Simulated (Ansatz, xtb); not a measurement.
C4H5BOS: which of two isomers lies lower

Structure X is `Bc1csc(O)c1`, a singlet and structure Y is `Bc1sccc1O`, a singlet. Both are isolated molecules in the gas phase, relaxed with PBE-D3(BJ)/def2-SVP; the shapes shown needn't be the lowest conformers.

X (Å):

```json
{"atom": "C", "x (Å)": "0.2182", "y (Å)": "-0.0837", "z (Å)": "0.5565"}
{"atom": "C", "x (Å)": "-0.4345", "y (Å)": "1.0271", "z (Å)": "0.0125"}
{"atom": "C", "x (Å)": "2.0176", "y (Å)": "1.4193", "z (Å)": "0.3139"}
{"atom": "C", "x (Å)": "1.6323", "y (Å)": "0.1630", "z (Å)": "0.7224"}
{"atom": "B", "x (Å)": "-0.5478", "y (Å)": "-1.3653", "z (Å)": "0.9043"}
{"atom": "O", "x (Å)": "3.2705", "y (Å)": "1.9264", "z (Å)": "0.3519"}
{"atom": "S", "x (Å)": "0.6369", "y (Å)": "2.3463", "z (Å)": "-0.2933"}
{"atom": "H", "x (Å)": "-1.7484", "y (Å)": "-1.4218", "z (Å)": "0.7048"}
{"atom": "H", "x (Å)": "0.0279", "y (Å)": "-2.3285", "z (Å)": "1.3777"}
{"atom": "H", "x (Å)": "-1.5013", "y (Å)": "1.1289", "z (Å)": "-0.2233"}
{"atom": "H", "x (Å)": "3.2776", "y (Å)": "2.8350", "z (Å)": "0.0002"}
{"atom": "H", "x (Å)": "2.3435", "y (Å)": "-0.5662", "z (Å)": "1.1313"}
```

Y (Å):

```yaml
atoms:
  - { symbol: C, position_ang: [0.6465, -0.2074, 1.0452] }
  - { symbol: C, position_ang: [0.0944, 2.2511, 0.9371] }
  - { symbol: C, position_ang: [0.7518, 1.8216, -0.2068] }
  - { symbol: C, position_ang: [1.0650, 0.4309, -0.1475] }
  - { symbol: B, position_ang: [0.7904, -1.6483, 1.4806] }
  - { symbol: O, position_ang: [1.7022, -0.2567, -1.1179] }
  - { symbol: S, position_ang: [-0.1417, 0.9866, 2.0709] }
  - { symbol: H, position_ang: [1.3400, -2.4477, 0.7481] }
  - { symbol: H, position_ang: [0.3580, -2.0087, 2.5603] }
  - { symbol: H, position_ang: [-0.2585, 3.2687, 1.1498] }
  - { symbol: H, position_ang: [0.9988, 2.4786, -1.0536] }
  - { symbol: H, position_ang: [1.9065, 0.3518, -1.8514] }
```

Quicker runs give these differences E(Y) − E(X): GFN2-xTB −15.3 kJ/mol; HF/STO-3G −28.0 kJ/mol (at GFN2-xTB geometries); r2SCAN-D4/def2-SVP −42.0 kJ/mol (at GFN2-xTB geometries).

Q: Estimate E(Y) − E(X) at the level CCSD(T)/def2-SVP + ΔMP2/def2-TZVPP.

A: Calculated at CCSD(T)/def2-SVP + ΔMP2/def2-TZVPP: E(Y) − E(X) = −35.3 kJ/mol, so structure Y lies lower.

Level by level:

```
                             level             geometry  E(Y) − E(X) (kJ/mol)  departure from the last row (kJ/mol)  job, with rough time for the two
                          GFN2-xTB             GFN2-xTB                   −15.3                                 +20.0              optimisation, 0.62 s
                         HF/STO-3G             GFN2-xTB                   −28.0                                  +7.2               single point, 3.7 s
                r2SCAN-D4/def2-SVP             GFN2-xTB                   −42.0                                  −6.8                single point, 17 s
               PBE-D3(BJ)/def2-SVP  PBE-D3(BJ)/def2-SVP                   −39.7                                  −4.4                optimisation, 91 s
                       HF/def2-SVP  PBE-D3(BJ)/def2-SVP                   −37.1                                  −1.8           part of the CCSD(T) run
                      MP2/def2-SVP  PBE-D3(BJ)/def2-SVP                   −38.3                                  −3.0           part of the CCSD(T) run
                  CCSD(T)/def2-SVP  PBE-D3(BJ)/def2-SVP                   −37.1                                  −1.8                      single point
CCSD(T)/def2-SVP + ΔMP2/def2-TZVPP  PBE-D3(BJ)/def2-SVP                   −35.3                                                   single point, 3.1 min
```

As drawn, both hold the same kinds of bond in the same numbers.

None of the levels shown reverses the order. The largest departure from CCSD(T)/def2-SVP + ΔMP2/def2-TZVPP is that of GFN2-xTB, 20.0 kJ/mol. The last row adds to CCSD(T) the change of the MP2 difference between the two basis sets, here +1.8 kJ/mol.

With thermal terms from frequencies at re-optimised GFN2-xTB minima (ideal gas, soft modes damped towards free rotors, one conformer each, 298.15 K, 1 atm): on the last row, ΔE + ΔZPE = −33.8, ΔH = −34.5, ΔG = −33.0 kJ/mol.

The correlated steps freeze 11 core orbitals. Codes used: Ansatz 0.2.0, xtb 6.7.1; the last row on 2 threads of Intel(R) Xeon(R) Processor @ 2.50GHz (Skylake/Cascade Lake) on a shared host.
